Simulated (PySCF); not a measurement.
Several molecules and their computed UV-vis stick spectra, shuffled. Level of theory: PySCF, TDDFT B3LYP/def2-SVPD, vertical, gas phase, core orbitals frozen in the response. Geometries: PBE0-D3(BJ)/def2-SVP; one conformer of each isolated species. Triplets are in the Tamm–Dancoff approximation. Relativistic effects are left out although some hold elements past zinc.

A. `C[C@@H]1C[C@@H]2CC[C@H]1N2`
B. `[CH3][GaH-]1[Cl+][GaH2-][Cl+]1`
C. `Clc1cpco1`

Lowest singlet levels (six at most, fewer where fewer were computed) with oscillator strengths:

1. 243 nm (f 0.066); 219 nm (f 0.032); 218 nm (f 0.001); 213 nm (f 0.009); 195 nm (f 0.015); 192 nm (f 0.313); T1 3.22 eV
2. 206 nm (f 0.000); 192 nm (f 0.002); 186 nm (f 0.000); 178 nm (f 0.000); 177 nm (f 0.057); 173 nm (f 0.008); T1 5.82 eV
3. 210 nm (f 0.020); 187 nm (f 0.003); 181 nm (f 0.005); 178 nm (f 0.003); 168 nm (f 0.009); 167 nm (f 0.001); T1 5.77 eV

Task: Which spectrum belongs to which structure?

Result: 1 = C, 2 = B, 3 = A.
- A: S1 at 5.91 eV, HOMO→LUMO (94%); Löwdin shares by element: HOMO nitrogen 62%, carbon 19% or more (atoms not listed hold the other 19%); LUMO carbon 17% or more, hydrogen 16% or more (atoms not listed hold the other 67%); HOMO -6.51 and LUMO 0.34 eV.
- B: S1 at 6.02 eV, HOMO→LUMO (98%); Löwdin shares by element: HOMO chlorine 29%, carbon 19%, gallium 14% or more (atoms not listed hold the other 38%); LUMO gallium 48%, chlorine 29% (atoms not listed hold the other 24%); HOMO -8.02 and LUMO -1.06 eV.
- C: S1 at 5.11 eV, HOMO→LUMO (87%), HOMO-1→LUMO (9%); Löwdin shares by element: HOMO carbon 46% or more, phosphorus 21%, chlorine 14% (atoms not listed hold the other 20%); LUMO carbon 38% or more, phosphorus 36%, oxygen 15%; HOMO -6.80 and LUMO -1.42 eV; point group Cs.
A and B have S1 within 0.11 eV of each other; their strongest listed levels stand at 5.91 eV (f 0.020) and 7.01 eV (f 0.057).

Without π bonds the low states are Rydberg-like; a valence basis with one diffuse set may place them up to an eV too high.
